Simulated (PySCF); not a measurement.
Species: C7H11S (doublet state).
Z-matrix (Å and degrees, GFN2-xTB geometry), rows numbered from 1:
```
C 
C   1  1.3319
C   2  1.4403  1  123.15
C   3  1.3401  2  126.73  1  -179.91
C   4  1.4984  3  126.73  2    -4.77
C   5  1.4917  4  104.52  3   -96.43
S   6  1.7108  5  124.01  4   -84.93
C   7  1.8265  6  102.96  5   -42.35
H   1  1.0763  2  122.02  3  -179.90
H   1  1.0778  2  121.49  3    -0.05
H   2  1.0813  1  119.34  3   179.61
H   3  1.0832  2  115.07  1    -0.51
H   4  1.0825  3  118.69  2  -178.28
H   5  1.0906  4  111.62  3    22.12
H   5  1.0903  4  110.74  3   143.33
H   6  1.0775  5  117.36  4    63.80
H   8  1.0848  7  106.24  6  -163.65
H   8  1.0851  7  109.21  6   -44.67
H   8  1.0857  7  110.11  6    77.62
```

The hyperfine couplings belong to this conformer and change with its torsions.

Identity: `C=C/C=C\C[CH]SC` [radical].

Computed with UKS B3LYP, pcH-1 on C H S, non-relativistic, mean-field spin-orbit, GIAO (PySCF). Geometry: GFN2-xTB, one conformer, isolated molecule. A GFN2-xTB geometry isn't a minimum of the functional, and hyperfine couplings can be far from their values at a DFT geometry. No stability test was run, so a lower SCF solution isn't excluded.

Predict the first-order ENDOR lines of C6, C4, C8, C5, C3, C2, C1, H16, H14/H15 and H17/H18/H19 under fast tumbling at B = 1209.0 mT (Q band).

ν± = |νn ± a/2|, one line for each electron-spin manifold; νn = |g_N| × 7.62259 MHz/T × B.

| nuclei | isotope | g_N | νn (MHz) | a_iso (MHz) | lower line (MHz) | upper line (MHz) |
| --- | --- | --- | --- | --- | --- | --- |
| C6 | 13C | 1.4048 | 12.95 | 121.54 | 47.82 | 73.71 |
| C4 | 13C | 1.4048 | 12.95 | 45.05 | 9.58 | 35.47 |
| C8 | 13C | 1.4048 | 12.95 | 14.81 | 5.54 | 20.35 |
| C5 | 13C | 1.4048 | 12.95 | -7.84 | 9.02 | 16.87 |
| C3 | 13C | 1.4048 | 12.95 | 7.09 | 9.40 | 16.49 |
| C2 | 13C | 1.4048 | 12.95 | -5.17 | 10.36 | 15.53 |
| C1 | 13C | 1.4048 | 12.95 | 4.80 | 10.55 | 15.35 |
| H16 | 1H | 5.5857 | 51.48 | -47.13 | 27.91 | 75.04 |
| H14/H15 | 1H | 5.5857 | 51.48 | 20.22 | 41.36 | 61.59 |
| H17/H18/H19 | 1H | 5.5857 | 51.48 | 6.84 | 48.05 | 54.90 |

The rows for 13C, of low natural abundance, apply to labelled samples.

Which pairs are centred on the nuclear Larmor frequency, and which on half the coupling?

Centred on νn, since |a| < 2νn: C8, C5, C3, C2, C1, H16, H14/H15 and H17/H18/H19. Centred on |a|/2 and split by 2νn: C6 and C4.

At what field would the lower line of C8 fall to zero frequency?

Where νn = |a|/2, that is B = 7.41 MHz/(1.4048 × 7.62259 MHz/T) = 692 mT, as far as first order holds there.

Couplings of abundant isotopes left out: H9 (-3.7 MHz), H10 (-3.5 MHz), H11 (1.8 MHz) and H13 (0.9 MHz).

Class means assume fast exchange of nuclei equivalent by connectivity; if that motion is slow, each nucleus keeps its own coupling. The three 1H nuclei of mean +6.8 MHz run from 1.6 to 9.7 MHz in the frozen geometry. The 1H value of +20.2 MHz is a mean of couplings from 7.6 to 32.9 MHz in this one geometry, not an average over conformers.
